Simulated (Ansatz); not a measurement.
Cost and result up the ladder for the cluster Ga3N3 (6 atoms). Charge 0, multiplicity 1. Geometry: B3LYP-D4/def2-SVP.

Cartesian coordinates in Å:
```
Ga 0.358 0.863 -1.178
Ga 1.075 -0.747 0.738
Ga -1.432 -0.115 0.440
N 1.937 0.156 -0.594
N -0.484 -1.166 1.592
N -1.453 1.010 -0.998
```

Ansatz on 4 threads of Arm Neoverse N1 on a shared host. Times are rough, and most runs start from the orbitals of an earlier one. CAM-B3LYP-D4/def2-TZVP serves as the yardstick here, not as an exact answer. Differences are given only for rows in sets of like size (and for xTB, whose basis is part of the method), since another set adds its own error. Binding counts from free atoms at the same level (Ga doublet, N quartet; other spins of the atoms weren't run), without zero-point energy or a counterpoise term.

Correlated methods freeze 30 core orbitals; core or outer-core shells of Ga are correlated, in sets that lack core-valence functions. The rows differ in basis, and correlated rows in double-zeta sets carry the largest basis error. The structure comes from a short search, and lower isomers may exist.

Correlated methods converge slowly with the basis, most of all in double-zeta sets.

| level | functions | wall time | binding energy per atom (eV) | difference from CAM-B3LYP-D4/def2-TZVP (eV) | remarks |
| --- | --- | --- | --- | --- | --- |
| PBE-D4/def2-SVP | 138 | 2.7 s | 2.78 | – | – |
| PBE0-D4/def2-SVP | 138 | 5.5 s | 2.47 | – | – |
| PBE-D4/def2-TZVP (with forces) | 237 | 6.5 s | 2.80 | 0.40 | – |
| PBE-D4/def2-TZVPD | 273 | 8 s | 2.81 | 0.41 | – |
| PBE0-D4/def2-TZVP | 237 | 12 s | 2.50 | 0.10 | – |
| r2SCAN-D4/def2-TZVP | 237 | 12 s | 2.55 | 0.15 | – |
| MP2/def2-TZVP | 237 | 12 s | 2.76 | 0.36 | – |
| RPA@PBE/def2-TZVP | 237 | 13 s | 2.31 | -0.09 | – |
| CAM-B3LYP-D4/def2-TZVP | 237 | 15 s | 2.40 | 0.00 | – |
| PBE0-D4/def2-TZVPD | 273 | 17 s | 2.51 | 0.11 | – |
| PBE-QIDH/def2-TZVP | 237 | 18 s | 2.51 | 0.11 | – |
| B2PLYP/def2-TZVP | 237 | 18 s | 2.51 | 0.11 | – |
| CCSD(T)/def2-SVP | 138 | 25 s | 2.13 | – | large T1 (0.023) |
| PBE-QIDH/def2-TZVPD | 273 | 26 s | 2.53 | 0.13 | – |
